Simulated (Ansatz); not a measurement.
`O/C(S)=[CH]\[GeH3]` + `NC=O` → `O=C[NH][GeH3]` + `C=C(O)S`  (ligand exchange at a Ge–C bond)

Program: Ansatz. Geometries: PBE0-D4/def2-TZVP. ΔE: electronic, gas phase. CBS: MP2 limit from def2 TZ/QZ plus the TZ coupled-cluster correction, frozen cores. This one scheme is used for every species. Functionals use def2-TZVPP. For Ge outer-core shells are correlated without core-valence functions, which leaves a few kJ/mol of doubt a bond. Scalar relativity is left out up to krypton. One conformer a species, not always the lowest.

`O/C(S)=[CH]\[GeH3]`:

```xyz
11

O     0.893    0.469    1.410
C    -0.375    0.273    0.999
S    -1.533    0.537    2.294
C    -0.766   -0.113   -0.222
Ge    0.430   -0.545   -1.663
H     1.486    0.331    0.658
H    -0.683    1.209    3.086
H    -1.832   -0.189   -0.397
H     0.325   -2.022   -2.076
H     1.885   -0.286   -1.195
H     0.170    0.336   -2.895
```

`NC=O`:

```xyz
6

N    -0.367   -0.056   -0.584
C     0.350    0.048    0.556
O     0.909   -0.867    1.107
H    -0.457   -0.954   -1.028
H    -0.810    0.744   -0.995
H     0.374    1.085    0.944
```

`O=C[NH][GeH3]`:

Cartesian coordinates in Å:
```
O -1.522 -1.259 0.162
C -0.486 -1.353 -0.460
N 0.460 -0.391 -0.465
Ge 0.154 1.155 0.537
H -0.243 -2.241 -1.073
H 1.292 -0.549 -1.010
H 0.018 0.780 2.014
H -1.092 1.864 0.003
H 1.418 1.994 0.291
```

`C=C(O)S`:

Cartesian coordinates in Å:
```
C 0.350 -1.263 0.081
C -0.100 -0.020 -0.042
O -0.753 0.396 -1.155
S 0.064 1.161 1.263
H 0.123 -1.999 -0.679
H 0.952 -1.545 0.931
H -1.299 1.155 -0.925
H 0.664 2.115 0.525
```

```tsv
level	ΔE (kcal/mol)
BLYP-D4	-4.5
ωB97X-V	-4.7
```

Task: What does CCSD(T)/CBS give? (Best estimate.)

Result: Ansatz gave: -4.8 kcal/mol. The listed levels differ from it by 0.3, 0.1 kcal/mol.

Largest T1 diagnostic among the species: 0.016.

In def2-TZVPP, CCSD(T) changes the Hartree–Fock value by +2.0 kcal/mol (the triples alone add +0.3 kcal/mol) and MP2 by +2.9 kcal/mol. At CCSD(T), def2-SVP lies −0.8 kcal/mol from the extrapolated value and def2-TZVPP −0.2 kcal/mol. Leaving LDA and LC-ωPBE aside and taking each functional with its dispersion term where it has one, the values, not all of them listed here, spread over 2.2 kcal/mol, from BHLYP-D4 to PBE-D4. LDA lies +1.4 kcal/mol from PBE without D4.
